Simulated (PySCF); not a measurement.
Molecule: `Cc1ccccc1`, C7H8.

Atom-mapped SMILES (the numbers label the heavy atoms): `[CH3:1][c:2]1[cH:3][cH:4][cH:5][cH:6][cH:7]1`. Hydrogens are named by the atom that carries them.

Geometry PBE0-D3(BJ)/def2-SVP throughout; GIAO in PySCF 2.14, gas phase, one conformer, non-relativistic; equivalent atoms averaged; basis pcSseg-1.

Question: How do the absolute shieldings σ depend on the functional? (ppm; last column core-seconds on 1 thread of an Arm Neoverse V1, shared host; the GGAs took longer than the global hybrids here, which isn't the general rule, and the cause wasn't traced)

Answer: 
```tsv
functional	kind	C2	C4/C6	C3/C7	C5	C1	H(C4)/H(C6)	H(C3)/H(C7)	H(C5)	H(C1)	core-s
HF	Hartree–Fock	45.0	54.2	55.0	58.4	169.9	24.22	24.31	24.39	29.23	7.7
OPBE	GGA	51.3	59.4	58.3	61.9	161.3	23.88	23.98	24.00	28.86	26
KT3	GGA	51.5	60.6	59.6	63.0	158.7	24.26	24.33	24.37	29.00	25
B3LYP	global hybrid	34.9	44.9	44.3	47.9	155.6	24.15	24.22	24.26	29.01	18
PBE0	global hybrid	41.4	50.5	49.8	53.5	161.1	23.89	23.97	24.01	28.88	16
WP04	global hybrid	28.8	39.2	38.2	41.6	148.4	24.53	24.61	24.62	29.26	16
CAM-B3LYP	range-separated hybrid	35.1	44.8	44.5	48.0	159.8	23.99	24.07	24.12	28.96	20
wB97X-D	range-separated hybrid	40.2	49.4	49.0	52.5	161.5	23.99	24.07	24.12	29.01	25
```

Question: Which nucleus moves most, in ppm?

Answer: C2 (substituted aromatic carbon): from 28.8 ppm with WP04 to 51.5 ppm with KT3. The smallest spread is 0.40 ppm, at H(C1). Proton shifts span only some 12 ppm, so a few tenths of a ppm matter as much there as several ppm in carbon.
